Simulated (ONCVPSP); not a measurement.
**Logarithmic derivatives: lithium (Li), ONCV**

ONCVPSP 4.0.1 input, shortened (lines: element, Z, core and valence counts, functional; n l f; lmax; l rc ep ncon nbas qcut; lloc lpopt rc5 dvloc0; l nproj debl; icmod fcfact rcfact), PBEsol, scalar-relativistic:

```
  Li 3.00    0    1  -116133      upf
    1    0    2.00
    2
    0    0.50    0.00    5    9   29.00
    1    0.50    0.21    4    7   15.90
    2    0.40    0.25    5    9   20.40
    4    5    0.30    0.00
    0    1    3.80
    1    2    0.70
    2    2    2.20
    0    0.00    0.00
```

The phase is arctan(r·R′/R) of the radial function R(r), unwrapped; energies in Ha, scanned from -4 to 5 Ha. A pole is an energy at which the radial function vanishes at the test radius. The pseudo phase is shifted by a multiple of π to meet the all-electron one at the reference energy, and phase errors are pseudo minus all-electron; the curves can meet again beyond the range given. Levels narrower than the energy grid can be missing from the lists of poles.

```json
{"channel": "s", "radius (bohr)": "0.51", "reference energy (Ha)": "-2.20", "poles, all-electron": "none", "poles, pseudo": "none", "unbroken range about the reference energy with phases within 0.05 rad": "the whole range", "phase error 1 Ha above the reference energy (rad)": "+0.000"}
{"channel": "p", "radius (bohr)": "0.51", "reference energy (Ha)": "0.21", "poles, all-electron": "none", "poles, pseudo": "none", "unbroken range about the reference energy with phases within 0.05 rad": "the whole range", "phase error 1 Ha above the reference energy (rad)": "-0.000"}
{"channel": "d", "radius (bohr)": "0.41", "reference energy (Ha)": "0.25", "poles, all-electron": "none", "poles, pseudo": "none", "unbroken range about the reference energy with phases within 0.05 rad": "the whole range", "phase error 1 Ha above the reference energy (rad)": "+0.000"}
```

Note: ghosts flagged at negative energy: d at -81666.7 eV, s at -55.9 eV; GHOST(+) flags only above 600 eV. A true bound ghost makes a file unfit for plane-wave use.

Phases in the p channel:

| E (Ha) | all-electron | pseudo |
| --- | --- | --- |
| -3.98 | 0.729 | 0.729 |
| -3.50 | 0.698 | 0.698 |
| -3.02 | 0.665 | 0.665 |
| -2.54 | 0.630 | 0.630 |
| -2.06 | 0.593 | 0.593 |
| -1.58 | 0.553 | 0.553 |
| -1.10 | 0.509 | 0.509 |
| -0.62 | 0.463 | 0.463 |
| -0.14 | 0.414 | 0.414 |
| 0.34 | 0.361 | 0.361 |
| 0.82 | 0.305 | 0.305 |
| 1.30 | 0.246 | 0.246 |
| 1.78 | 0.183 | 0.183 |
| 2.26 | 0.118 | 0.118 |
| 2.74 | 0.051 | 0.051 |
| 3.22 | -0.019 | -0.019 |
| 3.70 | -0.090 | -0.090 |
| 4.18 | -0.162 | -0.162 |
| 4.66 | -0.234 | -0.234 |
